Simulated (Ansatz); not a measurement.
Cost and result up the ladder for the cluster B3N3 (the lowest singlet isomer of a short search) (6 atoms). Charge 0, multiplicity 1. Geometry: PBE0-D4/def2-SVP.

Cartesian coordinates in Å:
```
B -1.090 -0.042 0.014
B 0.577 -0.893 -0.245
B 0.513 0.934 0.231
N -0.802 1.242 0.341
N 1.516 0.058 -0.020
N -0.714 -1.300 -0.321
```

Ansatz on 4 threads of Arm Neoverse V1 on a shared host. Times are rough, and most runs start from the orbitals of an earlier one. CAM-B3LYP-D4/def2-TZVP serves as the yardstick here, not as an exact answer. Differences are given only for rows in sets of like size (and for xTB, whose basis is part of the method), since another set adds its own error. Binding counts from free atoms at the same level (B doublet, N quartet; other spins of the atoms weren't run), without zero-point energy or a counterpoise term.

LC-ωPBE has ω = 0.4 bohr⁻¹. Correlated methods freeze 6 core orbitals. The structure comes from a short search, and lower isomers may exist.

Correlated methods converge slowly with the basis.

| level | functions | wall time |
| --- | --- | --- |
| HF/STO-3G | 30 | 0.1 s |
| PBE-D4/def2-SVP | 84 | 0.5 s |
| PBE0-D4/def2-SVP | 84 | 0.6 s |
| LDA (SPW92)/def2-TZVP | 186 | 0.7 s |
| MP2/def2-TZVP | 186 | 1.4 s |
| LC-ωPBE/def2-TZVP | 186 | 1.4 s |
| PBE0-D4/def2-TZVP | 186 | 1.5 s |
| PBE-D4/def2-TZVPD | 222 | 1.6 s |
| CAM-B3LYP-D4/def2-TZVP | 186 | 1.7 s |
| PBE0-D4/def2-TZVPD | 222 | 2.1 s |
| RPA@PBE/def2-TZVP | 186 | 2.5 s |
| B2PLYP/def2-TZVP | 186 | 2.6 s |
| r2SCAN-D4/def2-TZVPD | 222 | 2.9 s |
| B97M-V/def2-TZVP | 186 | 3.6 s |

Question: Estimate what each level gives for the binding energy per atom (eV).

Answer: 
| level | binding energy per atom (eV) | difference from CAM-B3LYP-D4/def2-TZVP (eV) |
| --- | --- | --- |
| HF/STO-3G | 3.26 | – |
| PBE-D4/def2-SVP | 5.66 | – |
| PBE0-D4/def2-SVP | 5.41 | – |
| LDA (SPW92)/def2-TZVP | 6.24 | 1.01 |
| MP2/def2-TZVP | 5.21 | -0.02 |
| LC-ωPBE/def2-TZVP | 5.25 | 0.02 |
| PBE0-D4/def2-TZVP | 5.29 | 0.06 |
| PBE-D4/def2-TZVPD | 5.54 | 0.31 |
| CAM-B3LYP-D4/def2-TZVP | 5.22 | 0.00 |
| PBE0-D4/def2-TZVPD | 5.29 | 0.06 |
| RPA@PBE/def2-TZVP | 4.62 | -0.61 |
| B2PLYP/def2-TZVP | 5.16 | -0.07 |
| r2SCAN-D4/def2-TZVPD | 5.24 | 0.02 |
| B97M-V/def2-TZVP | 5.26 | 0.03 |
